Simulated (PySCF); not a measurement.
# Static response to an electric field

C5H6ClFS.
Numbering: `[F:1][C@@H:2]1[CH2:3][CH2:4][C@H:5]([Cl:6])[C:7]1=[S:8]` (hydrogens: H9 on C2; H10, H11 on C3; H12, H13 on C4; H14 on C5)

Cartesian coordinates in Å at the GFN2-xTB level; atoms count from 1:
```
atom  x, y, z in Å
F1     2.125    1.176   -0.306
C2     1.085    0.605    0.383
C3     0.877   -0.861   -0.004
C4    -0.627   -1.075    0.166
C5    -1.232    0.240   -0.307
Cl6   -1.309    0.262   -2.113
C7    -0.237    1.284    0.090
S8    -0.529    2.865    0.214
H9     1.327    0.726    1.448
H10    1.160   -0.980   -1.051
H11    1.473   -1.539    0.601
H12   -0.994   -1.926   -0.404
H13   -0.876   -1.222    1.219
H14   -2.244    0.444    0.040
```

Level: wB97X-D/def2-SVPD (PySCF), static field, nuclei fixed, core orbitals frozen in the response. The polarisability tensor in these axes (au):

```
x    82.37  -3.40   6.19
y    -3.40 105.91   6.08
z     6.19   6.08  83.05
```

Problem. Diagonalise the tensor; give its mean and Δα, where Δα² is half the sum of the squared differences of the eigenvalues.

Solution. Principal values 75.06, 88.70 and 107.57 au; mean 90.44 au = 13.40 Å³ = 14.91 × 10⁻⁴⁰ C²·m²/J; Δα = 28.27 au (31 % of the mean).

Problem. What is the dipole moment, and where does it point?

Solution. (-0.75, -3.23, 2.28) D, 4.03 D in size, pointing from the negative to the positive side. Measured along this direction, the outermost atoms are S8 at the negative end and H13 at the positive end.

Problem. Directions of the eigenvectors, and the extent of the frame along each?

Solution. Largest value along (-0.08, 0.97, 0.22), where the nuclei span 4.76 Å; middle along (0.72, -0.10, 0.68), 4.29 Å; least along (-0.69, -0.21, 0.69), 3.63 Å. The response follows the extents in order.

Problem. In TDDFT the mean static polarisability is Σ f/ω² over all singlet excitations (ω in hartree). How much of it do the 8 lowest give? Their energies (eV) and oscillator strengths: 2.13, 0.0001; 4.95, 0.0873; 5.15, 0.0008; 5.59, 0.1162; 5.99, 0.0261; 6.40, 0.0364; 6.62, 0.0455; 6.81, 0.0012.

Solution. They add up to 7.42 au, 8.2 % of the 90.44 au; the largest single term is 2.76 au, from the state at 5.59 eV. Terms in order: 0.01, 2.64, 0.02, 2.76, 0.54, 0.66, 0.77, 0.02 au. Higher excitations give the rest. The strengths listed sum to 0.314.

Problem. Rayleigh depolarisation ratio (linearly polarised light, static tensor)?

Solution. ρ = 3Δα²/(45ᾱ² + 4Δα²) = 2398.0/(368086 + 3197.3) = 0.00646.

Problem. Refractivity n − 1 of an ideal gas of it at 350 K and 1 atm, from the electronic α?

Solution. N = p/kT = 2.0968 × 10¹⁹ cm⁻³, so n − 1 = 2π × N × 13.40 × 10⁻²⁴ cm³ = 1766 × 10⁻⁶ at long wavelengths.

Problem. Orientational against electronic polarisability at 298 K (dilute gas, rigid molecules)?

Solution. In Gaussian units μ²/3kT = 131.30 Å³ against 13.40 Å³, a ratio of 9.80; the Debye molar polarisation (4π/3)N_A(α + μ²/3kT) is 365.0 cm³/mol, leaving out the vibrational part.

Geometry: GFN2-xTB, one conformer, isolated molecule.

The run behind these numbers computed excited states as well. The run took 1.9 min wall on one thread, Intel Xeon at 2.70 GHz (x86_64), shared host with 64 logical CPUs at a one-minute load of 60, and the process peaked at 0.95 GiB of memory.
